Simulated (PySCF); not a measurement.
**How methods differ on the excitation energy of F**

F [He] 2s2 2p5 (2P) → F [He] 2s2 2p4 3s1 (4P), as a difference of total energies. Calculation: PySCF 2.14, in aug-cc-pVQZ with one added diffuse shell each of s, p, d, f, g type (7s6p5d4f3g, 105 functions); the non-relativistic Hamiltonian (point nucleus). Correlated levels: valence: 1s2 frozen. The calculations carry no spin-orbit coupling.

**Question.** Order these methods by the excitation energy they give, lowest first.
A. LDA
B. UHF
C. TPSS
D. PBE0

**Answer.** B (11.130 eV), D (12.599 eV), C (12.702 eV), A (13.041 eV).

Errors of the correlated levels include the incompleteness of this basis and the frozen core.

The promoted electron is Rydberg-like, and one or two diffuse shells describe it only roughly, which tends to raise the upper state.

For comparison: 12.700 eV (measured; NIST levels, between the centres of gravity of the two terms).
